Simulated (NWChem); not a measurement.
# C$_{2}$H$_{5}$FOSi$_{2}$; SMILES C1(=CF)[SiH2]O[SiH2]1

```xyz
11

F      0.1450    -2.7727     0.0000
C     -0.7298    -1.7437     0.0000
C     -0.3342    -0.4791     0.0000
Si    -1.1052     1.2325     0.0000
O      0.4591     1.8826     0.0000
Si     1.3189     0.4183     0.0000
H     -1.7520    -2.1176     0.0000
H     -1.8826     1.6117    -1.2093
H     -1.8826     1.6117     1.2093
H      2.1639     0.2513     1.2106
H      2.1639     0.2513    -1.2106
```
Atoms are numbered in this order, from 1.

Program: NWChem. Pople sets run with spherical d functions. All runs use the structure optimised with B3LYP/6-31G* (spherical d). Solvent water, SMD (1 M gas to 1 M solution), gas-phase geometry. Reactions with the solvent are ignored.

For level PBE0/6-311G**:

- solvation free energy (kcal/mol): -0.7
- dipole in solution (D): 2.50

Question: What are these values for level PBE0/3-21G?

Answer: 
- solvation free energy (kcal/mol): -1.9
- dipole in solution (D): 2.83
